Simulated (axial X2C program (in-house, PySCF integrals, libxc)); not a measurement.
# Spin–orbit effects along a row: molecules with Cr, PBE0

Computed with an in-house relativistic program for diatomic molecules, spin-free (one-electron X2C) or two-component (2c: spin–orbit coupling with atomic mean-field Coulomb and Gaunt terms, which also bring small scalar terms), in Dyall basis sets with cores contracted in-house; open shells are unrestricted.

Basis sets: Al dyall-v3z, Cl dyall-av3z, Cr dyall-cv3z, Mg dyall-cv3z, Na dyall-cv3z, P dyall-v3z, Si dyall-v3z.

```json
{"molecule": "NaCr", "spin-free state": "M_S = 5/2, Λ = 0", "Re (Å)": "2.948", "ωe (cm⁻¹)": "156.2", "De (eV)": "0.61", "2c state": "Ω = 5/2", "Re 2c (Å)": "2.949", "ωe 2c (cm⁻¹)": "156.1", "De 2c (eV)": "0.61"}
{"molecule": "MgCr", "spin-free state": "?", "Re (Å)": "?", "ωe (cm⁻¹)": "?", "De (eV)": "?", "2c state": "?", "Re 2c (Å)": "?", "ωe 2c (cm⁻¹)": "?", "De 2c (eV)": "?"}
{"molecule": "AlCr", "spin-free state": "M_S = 5/2, Λ = 0", "Re (Å)": "2.711", "ωe (cm⁻¹)": "221.4", "De (eV)": "1.08", "2c state": "Ω = 5/2", "Re 2c (Å)": "2.712", "ωe 2c (cm⁻¹)": "221.2", "De 2c (eV)": "1.08"}
{"molecule": "CrSi", "spin-free state": "M_S = 4, Λ = 0", "Re (Å)": "2.525", "ωe (cm⁻¹)": "272.7", "De (eV)": "1.26", "2c state": "Ω = 4", "Re 2c (Å)": "2.526", "ωe 2c (cm⁻¹)": "272.4", "De 2c (eV)": "1.25"}
{"molecule": "CrP", "spin-free state": "M_S = 3/2, Λ = 0", "Re (Å)": "2.208", "ωe (cm⁻¹)": "351.8", "De (eV)": "2.05", "2c state": "Ω = 3/2", "Re 2c (Å)": "2.209", "ωe 2c (cm⁻¹)": "351.4", "De 2c (eV)": "2.05"}
{"molecule": "CrCl", "spin-free state": "M_S = 5/2, Λ = 0", "Re (Å)": "2.195", "ωe (cm⁻¹)": "401.6", "De (eV)": "3.79", "2c state": "Ω = 5/2", "Re 2c (Å)": "2.195", "ωe 2c (cm⁻¹)": "401.2", "De 2c (eV)": "3.78"}
```

(1) Estimate the 2c Re and ωe of MgCr as the mean of its neighbours in the table.

Each entry is the lowest single determinant of a limited PBE0 search at one distance. De goes to single-determinant-based atoms at the same level (for ions the charge split of lowest energy) and is withheld (n/a) where an atom does not fit its ground term or J level. Main or longest-lived isotopes. One determinant is a doubtful description, or other states lie close, for NaCr, MgCr, AlCr, CrSi, CrP, CrCl; these need not be ground states, and all values refer to the states named. Some open-shell Ω = 0 determinants are out of reach, so the Ω given for MgCr, CrSi need not be the lowest component. With several unpaired electrons the Ω given is that of one determinant, not necessarily of the lowest component. Some light 2c atoms are not at their ground J level, so De misses part of their lowering (0.04 eV or less). The functionals have no current term, which raises determinants with orbital currents.

Answers

(1) Re ≈ 2.830 Å, ωe ≈ 188.6 cm⁻¹. The PBE0 runs give the row below, so the estimate misses by -0.090 Å and 31.9 cm⁻¹.

```
molecule  spin-free state  Re (Å)  ωe (cm⁻¹)  De (eV)  2c state  Re 2c (Å)  ωe 2c (cm⁻¹)  De 2c (eV)
    MgCr   M_S = 3, Λ = 0   2.919      156.9     0.37     Ω = 3      2.920         156.7        0.37
```
